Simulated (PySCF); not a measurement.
`C#C[P@](C)(=N)CC(C)=O`: 4 charge schemes on one density

Species: C₆H₁₀NOP.
Z-matrix (Å and degrees, GFN2-xTB geometry), rows numbered from 1:
```
C 
C   1  1.2028
P   2  1.7872  1  170.30
C   3  1.8373  2  100.92  1   116.99
N   3  1.5567  2  118.52  1   -17.38
C   3  1.8319  2  102.13  1  -134.29
C   6  1.5081  3  104.25  2  -174.93
C   7  1.4953  6  114.44  3   -93.06
O   7  1.2069  6  121.32  3    84.02
H   1  1.0521  2  176.51  3  -179.11
H   4  1.0901  3  108.64  2   -71.04
H   4  1.0899  3  107.94  2   170.56
H   4  1.0872  3  111.39  2    49.72
H   5  1.0090  3  116.10  2    66.18
H   6  1.0897  3  107.80  2    65.03
H   6  1.0915  3  108.76  2   -55.71
H   8  1.0878  7  110.23  6   -61.41
H   8  1.0866  7  110.71  6   176.81
H   8  1.0899  7  107.41  6    56.29
```

Density: PBE0/pcSseg-1 (PySCF); schemes: Mulliken, IAO, Hirshfeld and ESP-fitted. One conformer (not necessarily the lowest) at the GFN2-xTB geometry, without solvent, vibrations or thermal averaging.

Atoms with like bonding are taken together and averaged. At which atom do the 4 schemes differ most?

At P3: from +0.424 (Hirshfeld) to +1.399 e (IAO), 0.975 e apart.

Which atoms carry the highest charge in the Mulliken, IAO, Hirshfeld and ESP-fitted schemes?

All schemes agree: Mulliken P3 (+0.740); IAO P3 (+1.399); Hirshfeld P3 (+0.424); ESP-fitted P3 (+0.983).

Which atoms carry the lowest charge in the Mulliken, IAO, Hirshfeld and ESP-fitted schemes?

All schemes agree: Mulliken N5 (-0.615); IAO N5 (-0.984); Hirshfeld N5 (-0.381); ESP-fitted N5 (-0.947).

Give the atomic charges in each scheme.

In e; atoms taken as equivalent share a row and are averaged (×n: the atom named and its like, n in all):

```json
{"atom": "C1", "environment": "terminal alkyne carbon", "Mulliken": "-0.346", "IAO": "-0.177", "Hirshfeld": "-0.074", "ESP-fitted": "-0.288"}
{"atom": "C2", "environment": "alkyne carbon", "Mulliken": "-0.019", "IAO": "-0.349", "Hirshfeld": "-0.113", "ESP-fitted": "-0.215"}
{"atom": "P3", "environment": "phosphorus bonded to 3 C and N", "Mulliken": "+0.740", "IAO": "+1.399", "Hirshfeld": "+0.424", "ESP-fitted": "+0.983"}
{"atom": "C4", "environment": "sp3 carbon bound to phosphorus", "Mulliken": "-0.420", "IAO": "-0.679", "Hirshfeld": "-0.161", "ESP-fitted": "-0.798"}
{"atom": "N5", "environment": "nitrogen bonded to P and H", "Mulliken": "-0.615", "IAO": "-0.984", "Hirshfeld": "-0.381", "ESP-fitted": "-0.947"}
{"atom": "C6", "environment": "sp3 carbon bound to phosphorus", "Mulliken": "-0.366", "IAO": "-0.537", "Hirshfeld": "-0.116", "ESP-fitted": "-0.749"}
{"atom": "C7", "environment": "ketone carbonyl carbon", "Mulliken": "+0.129", "IAO": "+0.400", "Hirshfeld": "+0.172", "ESP-fitted": "+0.824"}
{"atom": "C8", "environment": "methyl carbon next to a carbonyl", "Mulliken": "-0.245", "IAO": "-0.483", "Hirshfeld": "-0.131", "ESP-fitted": "-0.678"}
{"atom": "O9", "environment": "ketone oxygen", "Mulliken": "-0.366", "IAO": "-0.426", "Hirshfeld": "-0.234", "ESP-fitted": "-0.536"}
{"atom": "H10", "environment": "alkyne hydrogen", "Mulliken": "+0.061", "IAO": "+0.208", "Hirshfeld": "+0.102", "ESP-fitted": "+0.295"}
{"atom": "H11/H12/H13", "environment": "methyl hydrogen", "Mulliken": "+0.161", "IAO": "+0.172", "Hirshfeld": "+0.052", "ESP-fitted": "+0.232"}
{"atom": "H14", "environment": "N–H hydrogen", "Mulliken": "+0.178", "IAO": "+0.253", "Hirshfeld": "+0.095", "ESP-fitted": "+0.376"}
{"atom": "H15", "environment": "methylene hydrogen", "Mulliken": "+0.172", "IAO": "+0.174", "Hirshfeld": "+0.059", "ESP-fitted": "+0.238"}
{"atom": "H16", "environment": "methylene hydrogen", "Mulliken": "+0.175", "IAO": "+0.176", "Hirshfeld": "+0.056", "ESP-fitted": "+0.226"}
{"atom": "H17/H18/H19", "environment": "methyl hydrogen", "Mulliken": "+0.146", "IAO": "+0.170", "Hirshfeld": "+0.048", "ESP-fitted": "+0.191"}
```

Mean size of the charges over all atoms: ESP-fitted 0.443 e, IAO 0.383 e, Mulliken 0.250 e, Hirshfeld 0.127 e. Each set sums to the total charge, 0, to within 0.001 e. The Mulliken scheme counts on each atom the diagonal of the density matrix times the overlap matrix over that atom's basis functions. The ESP scheme fits charges at the nuclei, held to the total charge, to the electrostatic potential on points at 1.4 to 2.0 times the van der Waals radii.

Some averages cover members that differ in this geometry: H17/H18/H19, ESP-fitted +0.170 to +0.231; H17/H18/H19, Mulliken +0.128 to +0.179; H17/H18/H19, IAO +0.156 to +0.192; H11/H12/H13, Mulliken +0.151 to +0.180 e.

How closely do the schemes follow one another over all atoms?

Correlation coefficient and root-mean-square difference: IAO with Hirshfeld 0.98, 0.340 e; Mulliken with IAO 0.95, 0.226 e; IAO with ESP-fitted 0.95, 0.168 e; Mulliken with Hirshfeld 0.94, 0.162 e; Hirshfeld with ESP-fitted 0.94, 0.373 e; Mulliken with ESP-fitted 0.93, 0.264 e.

Sum the charges by element, for elements with more than one atom.

```csv
element,atoms,Mulliken,IAO,Hirshfeld,ESP-fitted
C,6,-1.268,-1.826,-0.423,-1.905
H,10,+1.509,+1.836,+0.613,+2.404
```

How many electrons does the Mulliken scheme count on C1?

Z − q = 6 − (-0.346) = 6.346.
